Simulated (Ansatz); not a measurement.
C$_{2}$H$_{6}$OSi, SMILES `C[SiH2]C=O`. Total charge 0; spin multiplicity 1.

```xyz
10

C    -1.3637    0.3643   -0.3063
Si    0.2411   -0.5711   -0.3967
C     1.4974    0.1811    0.8537
O     1.2178    1.1209    1.5563
H    -1.2015    1.4182   -0.5414
H    -1.7797    0.3063    0.7016
H    -2.0958   -0.0399   -1.0083
H     0.8757   -0.5001   -1.7430
H     0.0905   -2.0114   -0.0456
H     2.5183   -0.2684    0.9297
```

**Question.** Give the diagnostics of a CCSD(T)/def2-TZVPP run (frozen core, Ansatz). (An estimate is asked.)

**Answer.** Ansatz gave: T1 = 0.0140, largest single amplitude 0.032, largest double 0.078, (T) share of the correlation energy 3.9 %, 10 CCSD cycles. The RHF solution is stable towards an unrestricted one. T1 lies under the customary mark of 0.02 for closed shells.
